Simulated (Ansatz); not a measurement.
A short molecular-dynamics run on `FC(F)CCC(F)F`.

```yaml
crystal:
  periodic: [false, false, false]
  atoms:
    - {symbol: F, position_ang: [1.731238, -1.563197, 0.478567]}
    - {symbol: C, position_ang: [0.550637, -1.615280, -0.194814]}
    - {symbol: F, position_ang: [-0.416568, -1.873247, 0.729979]}
    - {symbol: C, position_ang: [0.289533, -0.316042, -0.908064]}
    - {symbol: C, position_ang: [0.292422, 0.916756, -0.014078]}
    - {symbol: C, position_ang: [-0.948452, 1.085514, 0.824186]}
    - {symbol: F, position_ang: [-0.873096, 2.264222, 1.497053]}
    - {symbol: F, position_ang: [-2.047645, 1.154389, 0.021699]}
    - {symbol: H, position_ang: [0.592472, -2.472930, -0.873546]}
    - {symbol: H, position_ang: [-0.660998, -0.405883, -1.439995]}
    - {symbol: H, position_ang: [1.069703, -0.214157, -1.666832]}
    - {symbol: H, position_ang: [1.155866, 0.905791, 0.654786]}
    - {symbol: H, position_ang: [0.371505, 1.813991, -0.633434]}
    - {symbol: H, position_ang: [-1.119618, 0.290772, 1.553190]}
basis:
  gaussian: {orbitals: "6-31G*"}
hamiltonian: {xc: {name: revPBE}}
md: {timestep: 2 fs, n_steps: 20, ensemble: nvt_langevin, temperature: 300, initial_velocities: maxwell_boltzmann, friction: 0.01, seed: 689}
```

```sh
$ ansatz run in.yaml --threads 2 --pin off --events-out ev --progress --plain --max-ram 32768MiB --backend cpu
```

```
step  time (fs)  potential energy (eV)  kinetic (eV)  T (K)  conserved (eV)
   0        0.0            -15108.0614        0.5041    279               –
   1        2.0            -15107.9700        0.4336    240               –
   2        4.0            -15107.8793        0.3486    193               –
   3        6.0            -15107.8921        0.3260    180               –
   4        8.0            -15107.7539        0.2636    146               –
   5       10.0            -15107.9011        0.3936    218               –
   6       12.0            -15107.8707        0.4212    233               –
   7       14.0            -15107.7560        0.3333    184               –
   8       16.0            -15107.8161        0.3578    198               –
   9       18.0            -15107.7347        0.3281    181               –
  10       20.0            -15107.7621        0.3612    200               –
  11       22.0            -15107.7978        0.4244    235               –
  12       24.0            -15107.6732        0.3123    173               –
  13       26.0            -15107.7597        0.3324    184               –
  14       28.0            -15107.7136        0.3093    171               –
  15       30.0            -15107.7201        0.3287    182               –
  16       32.0            -15107.8674        0.4773    264               –
  17       34.0            -15107.7417        0.4085    226               –
  18       36.0            -15107.7746        0.4692    259               –
  19       38.0            -15107.8179        0.4437    245               –
  20       40.0            -15107.6655        0.3390    187               –
```

Velocities are drawn at the set temperature; a run this short doesn't reach equilibrium.

Frames (Å, forces in eV/Å):

```xyz
14
time=0.0 fs
F     1.731   -1.563    0.479    1.035    0.072    0.446
C     0.551   -1.615   -0.195   -0.014   -0.173   -0.410
F    -0.417   -1.873    0.730   -0.901   -0.242    0.678
C     0.290   -0.316   -0.908    0.049    0.026   -0.248
C     0.292    0.917   -0.014    0.139    0.042   -0.031
C    -0.948    1.086    0.824    0.078   -0.353    0.238
F    -0.873    2.264    1.497    0.166    0.953    0.622
F    -2.048    1.154    0.022   -0.879   -0.058   -0.706
H     0.592   -2.473   -0.874    0.004   -0.330   -0.334
H    -0.661   -0.406   -1.440   -0.323    0.023   -0.196
H     1.070   -0.214   -1.667    0.264    0.055   -0.307
H     1.156    0.906    0.655    0.333   -0.009    0.185
H     0.372    1.814   -0.633    0.041    0.322   -0.198
H    -1.120    0.291    1.553    0.008   -0.326    0.259
14
time=2.0 fs
F     1.741   -1.559    0.482    0.450    0.054    0.022
C     0.547   -1.615   -0.200   -0.170   -0.672   -0.037
F    -0.424   -1.873    0.741   -0.554   -0.092    0.429
C     0.276   -0.307   -0.904    0.464    0.050   -1.974
C     0.296    0.927   -0.008    0.533   -0.290   -0.360
C    -0.931    1.084    0.809   -1.147   -0.943    1.939
F    -0.866    2.263    1.491    0.153    0.991    0.435
F    -2.055    1.139    0.020   -0.384   -0.024   -0.601
H     0.563   -2.511   -0.860    0.160    0.309   -0.092
H    -0.717   -0.374   -1.472    1.154    0.035    0.518
H     1.138   -0.187   -1.666   -1.198   -0.200    0.667
H     1.182    0.914    0.646    0.004    0.024    0.056
H     0.352    1.820   -0.634    0.128    0.350   -0.227
H    -1.136    0.289    1.594    0.407    0.406   -0.774
14
time=4.0 fs
F     1.751   -1.555    0.486   -0.105    0.034   -0.344
C     0.543   -1.615   -0.204   -0.276   -0.864    0.367
F    -0.433   -1.873    0.751   -0.238    0.069    0.199
C     0.265   -0.298   -0.910    1.056   -0.043   -1.682
C     0.301    0.935    0.000    1.092   -0.085   -1.046
C    -0.916    1.080    0.799   -2.002   -0.614    2.569
F    -0.859    2.264    1.486    0.113    0.988    0.284
F    -2.064    1.124    0.018    0.121   -0.024   -0.422
H     0.537   -2.540   -0.842    0.308    0.672   -0.026
H    -0.722   -0.348   -1.485    1.163   -0.016    0.497
H     1.161   -0.168   -1.638   -1.411   -0.275    0.550
H     1.213    0.929    0.640   -0.435   -0.002   -0.150
H     0.347    1.837   -0.647    0.113   -0.107    0.140
H    -1.133    0.310    1.607    0.502    0.267   -0.937
14
time=6.0 fs
F     1.761   -1.551    0.489   -0.544    0.015   -0.586
C     0.538   -1.619   -0.204   -0.312   -0.312    0.862
F    -0.442   -1.872    0.760   -0.012    0.181    0.055
C     0.258   -0.289   -0.922    1.503   -0.427    0.318
C     0.308    0.942    0.005    1.076    0.070   -1.771
C    -0.905    1.076    0.797   -2.100    0.538    1.717
F    -0.851    2.265    1.481    0.034    0.996    0.242
F    -2.072    1.110    0.015    0.512   -0.028   -0.225
H     0.523   -2.545   -0.814    0.386    0.398   -0.312
H    -0.685   -0.327   -1.475   -0.077   -0.083   -0.200
H     1.129   -0.167   -1.590   -0.310   -0.108   -0.488
H     1.230    0.944    0.626   -0.411   -0.080   -0.034
H     0.356    1.849   -0.657    0.041   -0.377    0.390
H    -1.109    0.348    1.579    0.212   -0.782    0.032
14
time=8.0 fs
F     1.769   -1.548    0.490   -0.885   -0.012   -0.716
C     0.532   -1.623   -0.203   -0.220    0.601    1.313
F    -0.452   -1.871    0.768    0.200    0.226   -0.119
C     0.254   -0.280   -0.936    1.408   -0.876    2.600
C     0.319    0.950    0.005    0.290   -0.209   -2.064
C    -0.901    1.075    0.800   -1.697    1.361    0.478
F    -0.843    2.267    1.478   -0.105    0.915    0.265
F    -2.079    1.097    0.011    0.814   -0.004    0.042
H     0.523   -2.534   -0.796    0.357   -0.205   -0.673
H    -0.653   -0.313   -1.469   -1.454   -0.113   -0.908
H     1.084   -0.174   -1.569    1.322    0.117   -1.709
H     1.227    0.962    0.610    0.104   -0.183    0.342
H     0.370    1.844   -0.655   -0.013   -0.076    0.200
H    -1.076    0.355    1.550   -0.121   -1.543    0.949
14
time=10.0 fs
F     1.774   -1.543    0.487   -1.096   -0.036   -0.693
C     0.524   -1.625   -0.199    0.017    0.849    1.141
F    -0.461   -1.869    0.776    0.404    0.200   -0.324
C     0.256   -0.272   -0.941    1.359   -0.933    1.443
C     0.330    0.959   -0.005   -0.441   -0.719   -1.534
C    -0.902    1.079    0.805   -1.407    0.128    0.861
F    -0.836    2.271    1.478   -0.282    0.689    0.276
F    -2.087    1.083    0.008    1.057    0.080    0.374
H     0.537   -2.533   -0.801    0.212   -0.184   -0.548
H    -0.668   -0.300   -1.497   -0.654   -0.087   -0.293
H     1.088   -0.173   -1.619    0.522   -0.041   -0.868
H     1.223    0.974    0.607    0.382   -0.260    0.501
H     0.387    1.839   -0.643   -0.024    0.531   -0.294
H    -1.043    0.297    1.561   -0.049   -0.217   -0.043
14
time=12.0 fs
F     1.775   -1.537    0.482   -1.220   -0.069   -0.549
C     0.515   -1.627   -0.190    0.446    0.456    0.330
F    -0.469   -1.866    0.784    0.546    0.122   -0.475
C     0.261   -0.268   -0.941    1.069   -0.792   -1.015
C     0.339    0.966   -0.021   -0.453   -0.654   -0.637
C    -0.908    1.086    0.811   -0.864   -1.172    0.917
F    -0.831    2.274    1.478   -0.454    0.486    0.318
F    -2.094    1.069    0.006    1.171    0.201    0.660
H     0.563   -2.543   -0.823   -0.049    0.441    0.049
H    -0.706   -0.288   -1.542    0.851   -0.090    0.774
H     1.113   -0.171   -1.706   -0.913   -0.291    0.721
H     1.230    0.971    0.624   -0.034   -0.254    0.105
H     0.406    1.858   -0.636   -0.009    0.525   -0.391
H    -1.011    0.228    1.568   -0.086    1.092   -0.806
14
time=14.0 fs
F     1.775   -1.530    0.476   -1.296   -0.114   -0.383
C     0.502   -1.628   -0.179    0.956    0.273   -0.381
F    -0.475   -1.864    0.792    0.576    0.074   -0.513
C     0.269   -0.267   -0.944    0.717   -0.733   -1.883
C     0.347    0.971   -0.039   -0.316    0.178   -0.077
C    -0.917    1.090    0.818   -0.039   -1.299   -0.072
F    -0.826    2.280    1.478   -0.596    0.321    0.367
F    -2.099    1.057    0.005    1.163    0.295    0.861
H     0.583   -2.546   -0.840   -0.296    0.786    0.471
H    -0.714   -0.284   -1.564    1.218   -0.088    1.121
H     1.111   -0.179   -1.763   -1.204   -0.369    1.356
H     1.237    0.960    0.647   -0.506   -0.197   -0.406
H     0.427    1.904   -0.640   -0.049   -0.305    0.029
H    -0.975    0.207    1.540   -0.327    1.178   -0.488
14
time=16.0 fs
F     1.772   -1.523    0.468   -1.241   -0.170   -0.191
C     0.493   -1.628   -0.169    1.209    0.691   -0.601
F    -0.481   -1.863    0.799    0.550    0.092   -0.468
C     0.277   -0.267   -0.953    0.426   -0.792   -0.799
C     0.357    0.975   -0.057   -0.611    0.625    0.310
C    -0.927    1.093    0.824    0.791   -0.236   -1.720
F    -0.823    2.285    1.479   -0.698    0.178    0.380
F    -2.103    1.048    0.005    1.071    0.348    0.967
H     0.586   -2.527   -0.836   -0.384    0.454    0.366
H    -0.679   -0.286   -1.544    0.333   -0.089    0.640
H     1.068   -0.203   -1.763   -0.336   -0.277    0.775
H     1.227    0.939    0.654   -0.454   -0.097   -0.517
H     0.449    1.939   -0.640   -0.071   -0.798    0.210
H    -0.944    0.231    1.492   -0.585    0.071    0.647
14
time=18.0 fs
F     1.764   -1.515    0.457   -0.990   -0.231    0.058
C     0.487   -1.628   -0.161    1.121    1.598   -0.373
F    -0.484   -1.864    0.803    0.494    0.110   -0.372
C     0.287   -0.270   -0.964   -0.245   -0.837    1.999
C     0.366    0.982   -0.075   -1.350    0.133    0.576
C    -0.935    1.094    0.823    1.273    0.575   -2.600
F    -0.823    2.289    1.482   -0.745    0.077    0.290
F    -2.103    1.039    0.007    0.927    0.395    0.951
H     0.578   -2.495   -0.817   -0.338   -0.420   -0.183
H    -0.640   -0.289   -1.496   -1.218   -0.112   -0.352
H     1.018   -0.245   -1.724    1.542   -0.081   -1.093
H     1.196    0.915    0.647    0.171    0.013   -0.144
H     0.465    1.943   -0.631   -0.010   -0.468   -0.055
H    -0.932    0.254    1.472   -0.633   -0.751    1.298
14
time=20.0 fs
F     1.754   -1.507    0.445   -0.597   -0.315    0.349
C     0.486   -1.625   -0.153    0.858    1.937   -0.409
F    -0.486   -1.864    0.806    0.419    0.120   -0.214
C     0.296   -0.276   -0.967   -0.523   -0.654    2.061
C     0.373    0.991   -0.090   -1.904   -0.737    0.841
C    -0.938    1.097    0.812    1.417   -0.231   -1.573
F    -0.825    2.292    1.485   -0.745   -0.017    0.072
F    -2.102    1.030    0.012    0.722    0.480    0.774
H     0.557   -2.476   -0.810   -0.251   -0.829   -0.448
H    -0.655   -0.296   -1.458   -1.078   -0.117   -0.561
H     1.032   -0.293   -1.724    1.344    0.019   -1.128
H     1.166    0.892    0.641    0.725    0.111    0.243
H     0.481    1.938   -0.623    0.068    0.111   -0.422
H    -0.947    0.247    1.502   -0.456    0.123    0.416
14
time=22.0 fs
F     1.742   -1.500    0.433   -0.144   -0.401    0.643
C     0.486   -1.615   -0.146    0.498    0.951   -1.155
F    -0.487   -1.864    0.810    0.409    0.210   -0.100
C     0.303   -0.285   -0.963   -0.541   -0.385   -0.514
C     0.375    0.998   -0.103   -1.528   -1.103    1.229
C    -0.938    1.101    0.796    1.277   -1.055   -0.078
F    -0.828    2.295    1.485   -0.699   -0.065   -0.185
F    -2.099    1.021    0.018    0.462    0.586    0.467
H     0.526   -2.486   -0.823   -0.157   -0.142    0.060
H    -0.713   -0.303   -1.442    0.651   -0.135   -0.045
H     1.098   -0.329   -1.776   -0.711    0.156    0.704
H     1.158    0.870    0.647    0.543    0.281    0.036
H     0.504    1.946   -0.629    0.048    0.090   -0.410
H    -0.982    0.242    1.546   -0.109    1.011   -0.651
14
time=24.0 fs
F     1.730   -1.493    0.422    0.314   -0.458    0.879
C     0.486   -1.602   -0.143    0.002   -0.128   -1.642
F    -0.489   -1.862    0.814    0.435    0.385   -0.059
C     0.311   -0.295   -0.962   -0.935    0.062   -1.419
C     0.371    1.002   -0.110   -0.681   -0.981    1.283
C    -0.934    1.102    0.778    0.957   -0.920    0.828
F    -0.832    2.298    1.483   -0.603   -0.048   -0.415
F    -2.093    1.013    0.024    0.173    0.664    0.064
H     0.487   -2.499   -0.828    0.025    0.449    0.428
H    -0.746   -0.305   -1.430    1.485   -0.188    0.112
H     1.135   -0.346   -1.801   -1.446    0.212    1.323
H     1.163    0.855    0.659    0.089    0.461   -0.402
H     0.529    1.957   -0.654   -0.094   -0.418   -0.033
H    -1.023    0.272    1.566    0.280    0.908   -0.948
14
time=26.0 fs
F     1.717   -1.488    0.415    0.749   -0.481    1.033
C     0.487   -1.591   -0.146   -0.572   -0.571   -1.447
F    -0.491   -1.859    0.820    0.476    0.577   -0.098
C     0.316   -0.304   -0.969   -1.235    0.527   -0.443
C     0.366    1.003   -0.109   -0.050   -0.893    0.898
C    -0.924    1.101    0.765    0.622    0.107    0.730
F    -0.838    2.302    1.479   -0.458    0.025   -0.552
F    -2.087    1.007    0.030   -0.064    0.685   -0.347
H     0.451   -2.493   -0.815    0.216    0.372    0.279
H    -0.722   -0.309   -1.422    0.942   -0.216   -0.161
H     1.113   -0.355   -1.774   -0.761    0.213    0.630
H     1.172    0.860    0.659   -0.120    0.469   -0.537
H     0.548    1.952   -0.679   -0.257   -0.665    0.244
H    -1.052    0.332    1.549    0.512   -0.150   -0.229
14
time=28.0 fs
F     1.707   -1.486    0.409    1.000   -0.452    1.070
C     0.485   -1.582   -0.154   -0.886   -0.519   -0.737
F    -0.493   -1.856    0.827    0.535    0.702   -0.255
C     0.316   -0.313   -0.977   -1.325    0.904    2.158
C     0.362    0.998   -0.104    0.172   -1.029    0.386
C    -0.911    1.102    0.757    0.328    1.177    0.049
F    -0.846    2.307    1.473   -0.298    0.167   -0.583
F    -2.080    1.003    0.035   -0.175    0.658   -0.610
H     0.435   -2.475   -0.798    0.258   -0.170   -0.152
H    -0.657   -0.318   -1.423   -0.928   -0.181   -0.867
H     1.063   -0.360   -1.722    1.172    0.165   -1.174
H     1.176    0.882    0.646   -0.009    0.297   -0.356
H     0.559    1.920   -0.698   -0.329   -0.339    0.178
H    -1.052    0.382    1.521    0.487   -1.379    0.894
14
time=30.0 fs
F     1.701   -1.484    0.406    1.006   -0.394    1.025
C     0.480   -1.577   -0.164   -0.862   -0.570   -0.149
F    -0.495   -1.851    0.832    0.590    0.726   -0.445
C     0.311   -0.318   -0.979   -0.815    0.971    2.639
C     0.358    0.988   -0.099    0.099   -1.031   -0.296
C    -0.898    1.110    0.749   -0.195    0.544    0.864
F    -0.856    2.311    1.465   -0.167    0.245   -0.594
F    -2.072    1.000    0.038   -0.188    0.627   -0.700
H     0.436   -2.469   -0.789    0.185   -0.480   -0.397
H    -0.621   -0.333   -1.461   -1.735   -0.099   -1.067
H     1.060   -0.353   -1.710    1.565    0.155   -1.358
H     1.178    0.906    0.623    0.315    0.067    0.046
H     0.563    1.873   -0.718   -0.341    0.153   -0.026
H    -1.031    0.376    1.525    0.541   -0.914    0.458
14
time=32.0 fs
F     1.698   -1.484    0.403    0.811   -0.344    0.925
C     0.471   -1.577   -0.173   -0.555   -0.965    0.058
F    -0.498   -1.845    0.837    0.645    0.669   -0.647
C     0.304   -0.318   -0.972   -0.609    0.716   -0.538
C     0.353    0.973   -0.093    0.140   -0.444   -0.947
C    -0.889    1.119    0.744   -0.565   -0.717    2.124
F    -0.868    2.317    1.455   -0.070    0.208   -0.588
F    -2.064    0.996    0.041   -0.141    0.568   -0.628
H     0.448   -2.481   -0.793    0.050   -0.244   -0.262
H    -0.651   -0.352   -1.542    0.165    0.069    0.196
H     1.116   -0.333   -1.752   -0.362    0.117    0.604
H     1.189    0.936    0.602    0.444   -0.163    0.295
H     0.560    1.839   -0.735   -0.390    0.275   -0.079
H    -0.984    0.336    1.544    0.437    0.255   -0.512
14
time=34.0 fs
F     1.695   -1.486    0.403    0.482   -0.350    0.733
C     0.459   -1.583   -0.182   -0.066   -1.205    0.106
F    -0.500   -1.839    0.839    0.637    0.559   -0.801
C     0.294   -0.313   -0.965   -0.461    0.232   -2.396
C     0.350    0.955   -0.090    0.688    0.587   -0.878
C    -0.883    1.125    0.746   -0.423   -1.294    2.301
F    -0.880    2.325    1.444    0.002    0.172   -0.510
F    -2.057    0.992    0.044   -0.101    0.454   -0.448
H     0.459   -2.499   -0.809   -0.088    0.143    0.011
H    -0.675   -0.367   -1.612    1.251    0.253    1.106
H     1.161   -0.305   -1.775   -1.370   -0.028    1.539
H     1.218    0.969    0.602   -0.154   -0.360   -0.135
H     0.544    1.820   -0.752   -0.412    0.111    0.040
H    -0.915    0.312    1.544    0.015    0.725   -0.667
14
time=36.0 fs
F     1.692   -1.488    0.404    0.150   -0.417    0.473
C     0.447   -1.593   -0.192    0.338   -0.787    0.240
F    -0.500   -1.831    0.838    0.547    0.407   -0.849
C     0.284   -0.303   -0.965   -0.111   -0.528   -2.162
C     0.351    0.937   -0.089    0.918    1.765   -0.655
C    -0.881    1.129    0.757    0.079   -1.164    1.506
F    -0.891    2.334    1.432    0.052    0.115   -0.368
F    -2.049    0.990    0.045   -0.120    0.311   -0.264
H     0.460   -2.512   -0.821   -0.149    0.234    0.105
H    -0.657   -0.364   -1.634    0.956    0.338    1.078
H     1.157   -0.280   -1.743   -1.155   -0.133    1.241
H     1.249    0.990    0.602   -0.696   -0.491   -0.566
H     0.514    1.809   -0.774   -0.341   -0.146    0.294
H    -0.847    0.311    1.522   -0.468    0.497   -0.073
14
time=38.0 fs
F     1.691   -1.489    0.407   -0.104   -0.489    0.221
C     0.438   -1.606   -0.199    0.560    0.184    0.511
F    -0.499   -1.820    0.835    0.420    0.236   -0.814
C     0.274   -0.294   -0.972    0.057   -1.151    0.326
C     0.353    0.927   -0.086    0.435    2.396   -0.770
C    -0.882    1.129    0.772    0.603   -0.303    0.135
F    -0.900    2.347    1.420    0.083    0.004   -0.200
F    -2.040    0.990    0.047   -0.219    0.157   -0.148
H     0.457   -2.514   -0.822   -0.152   -0.099   -0.062
H    -0.603   -0.340   -1.616   -0.650    0.250    0.045
H     1.109   -0.255   -1.667    0.541   -0.164   -0.302
H     1.261    0.992    0.578   -0.609   -0.466   -0.468
H     0.471    1.797   -0.794   -0.186   -0.219    0.474
H    -0.799    0.327    1.490   -0.778   -0.335    1.051
14
time=40.0 fs
F     1.690   -1.491    0.408   -0.285   -0.564    0.012
C     0.431   -1.620   -0.206    0.611    1.027    0.686
F    -0.498   -1.809    0.831    0.315    0.061   -0.752
C     0.265   -0.289   -0.977   -0.016   -1.479    2.636
C     0.353    0.927   -0.086   -0.617    1.930   -0.864
C    -0.884    1.127    0.787    0.931    0.226   -0.559
F    -0.906    2.359    1.408    0.105   -0.073   -0.071
F    -2.031    0.992    0.048   -0.328    0.020   -0.086
H     0.448   -2.519   -0.826   -0.112   -0.344   -0.162
H    -0.574   -0.310   -1.600   -1.996    0.118   -0.979
H     1.084   -0.236   -1.607    2.153   -0.138   -1.704
H     1.256    0.973    0.535    0.071   -0.260    0.078
H     0.420    1.778   -0.800    0.028    0.167    0.279
H    -0.784    0.338    1.495   -0.860   -0.691    1.488
```

It took 55 s on 2 threads of an AMD EPYC 7R13 on a shared host, with 0.18 GiB of host memory at the peak.
